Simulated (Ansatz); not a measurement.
**Molecular dynamics, step by step**

CH2OSSi, closed shell, PBE0-D4/def2-SVP (Ansatz 0.2.0). Settings (timestep in fs, temperature in K; T counts 12 degrees of freedom):

```yaml
hamiltonian: {xc: pbe0, dispersion: d4}
md: {n_steps: 60, timestep: 0.75, temperature: 300, ensemble: nve, seed: 10, initial_velocities: maxwell_boltzmann}
```

Start:

```xyz
6
angstrom
O 0.7490 -0.3948 -1.6534
S 1.3076 0.4029 -0.1982
C 0.1643 0.2646 0.8978
Si -1.5380 0.5896 1.1885
H 1.4843 -0.4332 -2.2693
H -2.1673 -0.4291 2.0347
```

```csv
step,time (fs),potential energy less the start (meV),kinetic energy (meV),T (K)
0,0.00,0.0,155.1,300
4,3.00,-29.9,185.2,358
8,6.00,-19.9,175.4,339
12,9.00,-82.2,237.1,459
16,12.00,-98.2,253.3,490
20,15.00,-68.0,223.7,433
24,18.00,-92.3,246.9,478
28,21.00,-44.8,200.7,388
32,24.00,-75.9,231.7,448
36,27.00,-181.1,335.7,649
40,30.00,-201.5,357.2,691
44,33.00,-264.1,419.3,811
48,36.00,-281.1,435.9,843
52,39.00,-216.2,371.7,719
56,42.00,-197.0,352.3,681
60,45.00,-135.2,290.3,561
```

Step 4, positions (Å) and forces (eV/Å):

| atom | x | y | z | Fx | Fy | Fz |
| --- | --- | --- | --- | --- | --- | --- |
| O1 | 0.758 | -0.397 | -1.648 | 0.768 | 0.358 | 0.043 |
| S2 | 1.301 | 0.407 | -0.200 | -0.150 | -0.770 | -0.287 |
| C3 | 0.162 | 0.248 | 0.880 | -0.378 | 0.236 | -0.420 |
| Si4 | -1.535 | 0.599 | 1.195 | -0.264 | -0.213 | 0.198 |
| H5 | 1.531 | -0.460 | -2.263 | -0.622 | 0.145 | 0.689 |
| H6 | -2.197 | -0.541 | 2.026 | 0.646 | 0.244 | -0.223 |

Step 12, positions (Å) and forces (eV/Å):

| atom | x | y | z | Fx | Fy | Fz |
| --- | --- | --- | --- | --- | --- | --- |
| O1 | 0.781 | -0.395 | -1.633 | -0.097 | 0.398 | 0.314 |
| S2 | 1.288 | 0.408 | -0.205 | 0.516 | -0.702 | -0.374 |
| C3 | 0.145 | 0.221 | 0.837 | -0.909 | 0.526 | 0.191 |
| Si4 | -1.532 | 0.614 | 1.210 | -0.278 | -0.773 | 0.295 |
| H5 | 1.575 | -0.490 | -2.170 | 0.255 | -0.029 | -0.227 |
| H6 | -2.086 | -0.669 | 1.940 | 0.513 | 0.581 | -0.199 |

Step 24, positions (Å) and forces (eV/Å):

| atom | x | y | z | Fx | Fy | Fz |
| --- | --- | --- | --- | --- | --- | --- |
| O1 | 0.821 | -0.380 | -1.608 | -0.066 | -0.047 | -0.826 |
| S2 | 1.278 | 0.396 | -0.217 | 0.612 | -0.376 | 0.813 |
| C3 | 0.081 | 0.212 | 0.777 | 0.188 | 0.968 | -0.393 |
| Si4 | -1.531 | 0.628 | 1.236 | -0.582 | -0.627 | 0.326 |
| H5 | 1.646 | -0.541 | -2.086 | 0.042 | -0.092 | -0.220 |
| H6 | -1.728 | -0.764 | 1.850 | -0.195 | 0.173 | 0.300 |

Last step (60):

| atom | x (Å) | y (Å) | z (Å) |
| --- | --- | --- | --- |
| O1 | 0.9575 | -0.3718 | -1.7538 |
| S2 | 1.3307 | 0.3235 | -0.1982 |
| C3 | -0.0666 | 0.4449 | 0.5484 |
| Si4 | -1.6228 | 0.6041 | 1.3761 |
| H5 | 1.7973 | -0.7754 | -2.0612 |
| H6 | -1.4107 | -0.4781 | 2.3566 |

Hardware: 2 CPU threads of an Arm Neoverse V2, shared host. Wall time about 71 s.
